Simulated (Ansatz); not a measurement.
GeHMe2Br (C2H7BrGe). The state is a singlet with charge 0. Geometry B3LYP-D4/def2-SVP.

```xyz
11

Ge   -0.104    0.434   -0.542
H     0.737    1.241   -1.554
C     0.180    1.049    1.295
H    -0.056    2.120    1.380
H     1.231    0.890    1.584
H    -0.470    0.487    1.982
C     0.169   -1.495   -0.740
H    -0.055   -1.808   -1.770
H    -0.494   -2.038   -0.051
H     1.215   -1.750   -0.508
Br   -2.352    0.871   -1.077
```

The 6-31G sets use Cartesian d functions. B3LYP takes the VWN-RPA correlation.

(1) Estimate the orbital energies around the gap (eV) in Ansatz with PBE-D4/def2-SVP, PBE-D4/def2-TZVP, r2SCAN-D4/def2-TZVP, B3LYP-D4/6-31G, PBE0-D4/def2-SVP.

Answers

(1) 
```tsv
orbital	PBE-D4/def2-SVP	PBE-D4/def2-TZVP	r2SCAN-D4/def2-TZVP	B3LYP-D4/6-31G	PBE0-D4/def2-SVP
HOMO−9	-12.58	-12.69	-13.15	-14.18	-14.30
HOMO−8	-10.33	-10.43	-10.84	-11.77	-11.94
HOMO−7	-10.22	-10.32	-10.73	-11.65	-11.83
HOMO−6	-9.90	-10.01	-10.41	-11.33	-11.50
HOMO−5	-9.83	-9.95	-10.35	-11.26	-11.43
HOMO−4	-8.13	-8.25	-8.60	-9.41	-9.52
HOMO−3	-8.00	-8.10	-8.44	-9.05	-9.28
HOMO−2	-7.89	-7.97	-8.28	-9.03	-9.25
HOMO−1	-6.41	-6.63	-6.95	-7.50	-7.74
HOMO	-6.40	-6.61	-6.93	-7.47	-7.72
LUMO	-0.68	-0.95	-0.66	-0.27	0.23
LUMO+1	0.59	0.16	0.81	1.22	1.44
LUMO+2	0.94	0.46	0.99	1.35	1.75
LUMO+3	1.25	0.69	1.18	2.20	2.20
LUMO+4	2.06	1.60	2.12	3.03	3.01
LUMO+5	2.33	1.82	2.52	3.17	3.24
```
